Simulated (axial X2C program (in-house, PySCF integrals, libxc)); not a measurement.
# What spin–orbit coupling does to BeCo⁻

All values were computed with an axial X2C code built on PySCF integrals. Spin-free means the one-electron spin-free X2C Hamiltonian; two-component (2c) means X2C with spin–orbit coupling and atomic mean-field two-electron Coulomb and Gaunt terms, so the difference of the two also holds small scalar two-electron terms. Basis: Co dyall-av3z [10s11p7d3f2g], Be dyall-av3z [9s9p4d2f] (cores contracted in-house); Gaussian nuclei, density fitting, unrestricted open shells. Masses: Co 58.933 u, Be 9.012 u.

Spin-free state: M_S = 1, Λ = 3 (beyond evenly filled blocks: π+α, π+β, π-α, δ+α, δ+β, δ-α); fragments Co- + Be.

| level | Re (Å) | ωe (cm⁻¹) | De (eV) | μ (D) |
| --- | --- | --- | --- | --- |
| PBE0 | 2.253 | 359.7 | 0.975 | -4.24 |
| BLYP | 2.240 | 366.7 | 0.909 | -4.12 |
| BHandHLYP | 2.302 | 318.2 | 0.645 | -4.17 |

Dipoles are positive if Be is the positive end and refer to the centre of mass.

Two-component determinant lowest at the distance of the search:

Ω = 4 (⟨Sz⟩ = 1.00, ⟨Lz⟩ = 3.00 at PBE0); fragments Co- + Be.

```tsv
level	Re (Å)	ωe (cm⁻¹)	μ (D)
PBE0	2.253	359.2	-4.24
BLYP	2.239	366.7	-4.12
BHandHLYP	2.302	317.8	-4.17
```

Problem. From the two tables, how do the constants change at the PBE0 level (2c against spin-free)?

Solution. At the PBE0 level Re is unchanged within 0.001 Å and ωe goes down by 0.5 cm⁻¹.

The state is one determinant whose occupation by symmetry is held fixed; it was picked as the lowest of a PBE0 search that is not exhaustive. Dissociation energies refer to the lowest single-determinant-based atoms at the same level and basis. De is not given where an atomic determinant may have missed its ground term or J level, or where the truncated virtual space spoils (T). Density functionals use the spin component along the axis (collinear). The highest occupied level is positive at some bond lengths even in Hartree–Fock (under at least one Hamiltonian), so the basis set holds the extra electron there; where that holds at Re the anion is at best weakly bound and its constants depend on the basis. PBE0 can misorder states that lie within some tenths of an eV, so this need not be the ground state of the molecule. The nearest other spin-free determinant of the search, M_S = 1, Λ = 1, lies 0.17 eV up at the distance of the search. Without a current term, density functionals place determinants with orbital angular momentum somewhat too high. The atomic limit has a lower orbital projection than the molecule and lies lower at mean-field level, so De may be about a tenth of an eV too small. With several unpaired electrons one determinant need not be a pure state. At some level and bond length an empty orbital lies below a filled one. The determinant is spin-polarised beyond a pure state at some levels (its spin-free form has ⟨S²⟩ too high), which makes Re and μ there less reliable.
